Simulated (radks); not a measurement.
Values are calculated unless marked as measured or tabulated.
Effect of the nuclear size on the thulium ion Tm+, [Xe] 4f13 6s1. Level of theory: Dirac Kohn-Sham, BLYP, spin-unpolarised, spherical densities, finite nucleus; open shells are shared between the two j in proportion to 2j + 1; Fermi nuclear charge, rms radius 5.2256 fm (a radial shooting solver on a logarithmic mesh with Libxc functionals). The rms radius is varied about that value; shifts are against it.

rms radius (fm)	total energy shift (eV)	density at nucleus (e/bohr^3)	1s1/2 shift (meV)	2s1/2 shift (meV)	5s1/2 shift (meV)	5p1/2 shift (meV)	6s1/2 shift (meV)	4f7/2 shift (meV)	6p1/2 (empty) shift (meV)
4.6508	-7.28	9.837e+05	-2980	-401	-3.18	0.166	-0.259	0.403	0.059
4.8337	-5.03	9.724e+05	-2060	-277	-2.20	0.115	-0.179	0.278	0.041
5.2256	0	9.5e+05	0.000	0.000	0.000	0.000	0.000	0.000	0.000
5.4451	2.94	9.384e+05	1200	162	1.28	-0.067	0.104	-0.163	-0.024
5.9415	9.89	9.142e+05	4040	545	4.32	-0.225	0.351	-0.547	-0.080

Slopes of the eigenvalues against <r^2> in GHz/fm^2, as finite differences over the two radii next to the reference (eigenvalue slopes, not the field-shift constants of lines): 1s1/2 125000, 2s1/2 16900, 5s1/2 134, 5p1/2 -6.99, 6s1/2 10.9, 4f7/2 -17.0, 6p1/2 (empty) -2.48.
